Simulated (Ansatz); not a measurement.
Relaxation of GeH₃OS (6 atoms, charge -1, multiplicity 1), to a largest force component of 0.015 eV/Å in at most 40 steps.

Level of theory: Ansatz 0.2.0, RKS PBE0-D4/def2-SVP.

```xyz
6
Properties=species:S:1:pos:R:3
O -0.452 -1.306 -0.230
Ge 0.322 0.304 0.095
S -1.065 1.875 0.094
H -1.385 -1.181 -0.391
H 1.464 0.312 -0.966
H 1.116 -0.005 1.399
```

**Question.** Where does it end, and by what steps?

**Answer.** The run converged. Limits of this set-up: an anion without diffuse functions, the dipole of an ion depends on the origin. After 5 steps the energy has fallen by 0.036 eV; H4 moved furthest, 0.10 Å.

```
step  energy less start (eV)  largest force component (eV/Å)  accepted
   0                  0.0000                           0.614       yes
   1                 -0.0230                           0.348       yes
   2                 -0.0313                           0.161       yes
   3                 -0.0347                           0.181       yes
   4                 -0.0354                           0.058       yes
   5                 -0.0355                           0.006       yes
```

```xyz
6
Properties=species:S:1:pos:R:3
O -0.458 -1.343 -0.252
Ge 0.337 0.273 0.088
S -1.098 1.825 0.080
H -1.383 -1.084 -0.358
H 1.485 0.328 -0.988
H 1.117 0.001 1.429
```

Run time: 18 s on 1 thread of Arm Neoverse V2, with other jobs on the host, peak memory 0.16 GiB.
